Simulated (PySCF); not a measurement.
# Electron correlation in Ag (silver, neutral)

[Kr] 4d9 5s1 5p1, one real determinant (an excited configuration). Computed with PySCF 2.14 in x2c-TZVPPall (8s6p6d2f1g, 79 functions), with scalar relativity by spin-free X2C-1e. Frozen: [Kr]; 11 electrons correlated.

```csv
level,correlation energy (mhartree)
CCSD,-308.76
(T),-9.26
CCSD(T),-318.02
```

Diagnostics: T1 = 0.012, D1 = 0.0491, largest double amplitude 0.032.

The real determinant used has ⟨L²⟩ near 8 against 12 for a pure F term, so it mixes terms.

Cost of the coupled-cluster step: about 15 core-seconds, for 11 correlated electrons.

Iterations:

```
CC2 = 0
CCSD nocc = (np.int64(7), np.int64(4)), nmo = (61, 61)
frozen orbitals [[0, 1, 2, 3, 4, 5, 6, 7, 8, 9, 10, 11, 12, 13, 14, 15, 16, 17], [0, 1, 2, 3, 4, 5, 6, 7, 8, 9, 10, 11, 12, 13, 14, 15, 16, 17]]
max_cycle = 100
direct = 0
conv_tol = 1e-08
conv_tol_normt = 1e-06
diis_space = 8
diis_start_cycle = 0
Init t2, MP2 energy = -0.322351522861108
Init E_corr(UCCSD) = -0.322351522861307
cycle = 1  E_corr(UCCSD) = -0.304087397875554  dE = 0.018264125  norm(t1,t2) = 0.0474919
cycle = 2  E_corr(UCCSD) = -0.30792101333295  dE = -0.00383361546  norm(t1,t2) = 0.0156615
cycle = 3  E_corr(UCCSD) = -0.308309323712589  dE = -0.00038831038  norm(t1,t2) = 0.00839714
cycle = 4  E_corr(UCCSD) = -0.30864808795882  dE = -0.000338764246  norm(t1,t2) = 0.00372067
cycle = 5  E_corr(UCCSD) = -0.308701856620022  dE = -5.37686612e-05  norm(t1,t2) = 0.00290994
cycle = 6  E_corr(UCCSD) = -0.308687754181774  dE = 1.41024382e-05  norm(t1,t2) = 0.00191484
cycle = 7  E_corr(UCCSD) = -0.308780395249776  dE = -9.2641068e-05  norm(t1,t2) = 0.00121944
cycle = 8  E_corr(UCCSD) = -0.308758918452221  dE = 2.14767976e-05  norm(t1,t2) = 0.000330392
cycle = 9  E_corr(UCCSD) = -0.308756858863896  dE = 2.05958833e-06  norm(t1,t2) = 9.43635e-05
cycle = 10  E_corr(UCCSD) = -0.308759413444284  dE = -2.55458039e-06  norm(t1,t2) = 4.63498e-05
cycle = 11  E_corr(UCCSD) = -0.308758793043697  dE = 6.20400588e-07  norm(t1,t2) = 1.95471e-05
cycle = 12  E_corr(UCCSD) = -0.308758974019873  dE = -1.80976176e-07  norm(t1,t2) = 6.53102e-06
cycle = 13  E_corr(UCCSD) = -0.308758915870223  dE = 5.81496499e-08  norm(t1,t2) = 1.34724e-06
cycle = 14  E_corr(UCCSD) = -0.308758925674993  dE = -9.80477011e-09  norm(t1,t2) = 4.25637e-07
UCCSD converged
E(UCCSD) = -5312.909820992476  E_corr = -0.3087589256749934
UCCSD(T) correction = -0.00925671303321673
```

The basis was made for the ground configuration and has no added diffuse functions, which can raise the energy of the promoted electron.

The reference is one real determinant that mixes LS terms of this configuration.
